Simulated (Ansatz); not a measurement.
Molecule: Si4H8, net charge 0, singlet state. 
Structure (B3LYP-D3(BJ)/def2-TZVP (Ansatz, a program for electronic structure) minimum search):
SMILES: [SiH2]1[SiH2][SiH2][SiH2]1
```xyz
12

Si     0.3520     0.4396     1.5510
Si     1.5059     0.4417    -0.5098
Si    -0.5752     0.0254    -1.5464
Si    -1.2827    -0.9067     0.5052
H      1.0350    -0.0544     2.7713
H     -0.2041     1.7910     1.8184
H      2.3671    -0.7650    -0.6063
H      2.2946     1.6338    -0.9053
H     -0.6266    -0.7967    -2.7797
H     -1.2835     1.3088    -1.7876
H     -0.8794    -2.3348     0.5755
H     -2.7031    -0.7827     0.9138
```
Charge 0, spin multiplicity 1.

Wanted: atomisation energy (electronic, to ground-state atoms), in kcal/mol. Correlated levels leave the core frozen unless marked. Open shells are spin-unrestricted. No spin-orbit coupling. Non-relativistic unless marked X2C. The coupled-cluster limit lacks core correlation, which all-electron functionals hold. Basis-set limits of correlation are two-point, X^-3; Hartree-Fock from the larger set. [CCSD(T)-MP2]/basis is that difference in the basis named.

| level | program | atomisation energy (kcal/mol) |
|---|---|---|
| HF/STO-3G | Ansatz | 935.1 |
| HF/6-31G | Ansatz | 528.3 |
| PBE-D3(BJ)/def2-TZVPD | Ansatz + dftd3 | 825.8 |
| revPBE-D3(BJ)/def2-TZVPD | Ansatz + dftd3 | 815.0 |
| PBE0-D4/def2-TZVP | Ansatz + dftd4 | 827.2 |
| BHLYP/def2-TZVPD | Ansatz | 814.2 |
| CAM-B3LYP/def2-TZVPD | Ansatz | 823.4 |
| B2PLYP-D4/def2-TZVPD | Ansatz + dftd4 | 818.0 |
| PBE-QIDH/def2-TZVPD | Ansatz | 820.2 |
| MP2/aug-cc-pV(D+d)Z | Ansatz | 764.7 |
| MP2/aug-cc-pV(Q+d)Z | Ansatz | 817.7 |
| RI-MP2/cc-pV(Q+d)Z | Ansatz | 815.1 |
| CCSD/cc-pV(D+d)Z | Ansatz | 758.4 |
| CCSD/cc-pV(Q+d)Z | Ansatz | 817.3 |
| CCSD(T)/6-31G* | Ansatz | 727.0 |
| CCSD(T)/aug-cc-pV(D+d)Z | Ansatz | 773.6 |
| CCSD(T)/cc-pV(D+d)Z | Ansatz | 765.7 |
| CCSD(T)/cc-pVTZ | Ansatz | 806.3 |
| X2C-CCSD(T)/cc-pVTZ-DK | Ansatz | 803.8 |
| RI-MP2/CBS(aug-cc-pV(T+d)Z,aug-cc-pV(Q+d)Z)+[CCSD(T)-MP2]/aug-cc-pV(Q+d)Z | Ansatz | 836.7 |
| CCSD(T)/CBS(aug-cc-pV(T+d)Z,aug-cc-pV(Q+d)Z) | Ansatz | 836.8 |
